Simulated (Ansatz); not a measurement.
`[CH3][Ge]([SiH3])([Cl])[Cl]` + H₂ → `[CH3][GeH]([SiH3])[Cl]` + HCl at 600 K and 1 bar (hydrogenolysis of a Ge–Cl bond).

Computed with Ansatz on PBE0-D4/def2-TZVP structures; ΔE is electronic, products minus reactants. CCSD(T)/CBS adds triple-zeta CCSD(T) − MP2 to the extrapolated MP2 energy (def2 sets, frozen cores). This one scheme is used for every species. For Ge outer-core shells are correlated without core-valence functions, which leaves a few kJ/mol of doubt a bond. Scalar relativity is left out up to krypton.

| species | CCSD(T)/CBS energy (Eh) | H − E (kJ/mol) | S (J/(mol·K)) |
| --- | --- | --- | --- |
| `[CH3][Ge]([SiH3])([Cl])[Cl]` | -3326.51325 | 245.3 | 520.0 |
| H₂ | -1.17544 | 43.9 | 150.8 |
| `[CH3][GeH]([SiH3])[Cl]` | -2867.28258 | 254.7 | 478.6 |
| HCl | -460.38127 | 35.4 | 207.2 |

H − E and S are ideal-gas, rigid-rotor, harmonic terms from PBE0-D4/def2-TZVP, for one conformer and one mirror image of each species. The MP2-based limit puts H₂ 0.8 mEh under its directly extrapolated value; such offsets cancel only in part. 1 Eh = 2625.50 kJ/mol, R = 8.31446 J/(mol·K).

Problem. By hand: ΔE, ΔH, ΔS and ΔG.

Solution. ΔE = (-2867.28258) + (-460.38127) − (-3326.51325) − (-1.17544) = 0.02484 Eh = 65.2 kJ/mol. Δ(H − E) = 254.7 + 35.4 − 245.3 − 43.9 = 0.9, so ΔH = 66.1 kJ/mol. ΔS = 478.6 + 207.2 − 520.0 − 150.8 = 15.0 J/(mol·K). ΔG = 66.1 − 600 × (15.0)/1000 = 57.1 kJ/mol.

Problem. By hand: the equilibrium constant, and the temperature at which ΔG would vanish if ΔH and ΔS stayed fixed.

Solution. log₁₀ K = −ΔG/(RT ln 10) = -5.0. ΔG = 0 at ΔH/ΔS = 4407 K, far beyond where these terms or the molecules hold.

ΔH outweighs TΔS. A doubt of 5 kJ/mol in ΔE shifts log₁₀ K by 0.4 here. Other conformers and mirror images would add mixing entropy, several J/(mol·K) or more a flexible species. These are equilibria of isolated gas molecules and say nothing of rates. Largest T1 diagnostic: 0.010 (customary marks: 0.02 for closed shells, 0.045 for open ones).
